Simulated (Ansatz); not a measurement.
Cartesian coordinates in Å:
```
C -3.4017 1.0646 -1.2233
C -2.2162 1.0036 -0.9619
Hf -0.0491 0.9356 -0.5342
F 0.8441 2.5492 -1.0766
N 0.0816 0.6953 1.4672
C -0.2304 1.8721 2.2481
C 0.4427 -0.4331 2.2841
N 0.7051 -0.7118 -1.4155
C -0.0123 -1.9374 -1.1451
C 1.8331 -0.8910 -2.2928
H -4.4423 1.1191 -1.4525
H -0.4917 2.7201 1.6016
H 0.6204 2.1889 2.8674
H -1.0890 1.7013 2.9115
H -0.3748 -0.7173 2.9620
H 1.3225 -0.2155 2.9068
H 0.6821 -1.2997 1.6643
H -0.8766 -1.7522 -0.4933
H 0.6245 -2.6821 -0.6468
H -0.4053 -2.3886 -2.0660
H 1.5251 -1.2955 -3.2670
H 2.3391 0.0609 -2.4721
H 2.5692 -1.5867 -1.8660
```

Charge 0, multiplicity 1. Hf takes the def2 core potential.

Problem. List the PBE/def2-TZVPP orbital energies in eV (Ansatz 0.2.0). (Best estimate.)

Solution. The calculation gave: Occupied: -658.91, -380.35, -380.22, -269.78, -269.66, -269.64, -269.54, -268.48, -267.97, -63.32, -33.63, -33.14, -32.97, -27.33, -22.29, -22.11, -17.77, -17.65, -17.61, -15.03, -14.90, -12.74, -11.73, -11.38, -11.31, -11.25, -11.12, -11.06, -9.81, -9.69, -9.55, -9.40, -9.34, -9.21, -9.00, -8.30, -7.82, -7.70, -6.57, -6.54, -5.47, -5.28. Lowest empty: -1.40, -1.32, -0.46, -0.39, -0.15, 0.20, 0.97, 1.07.
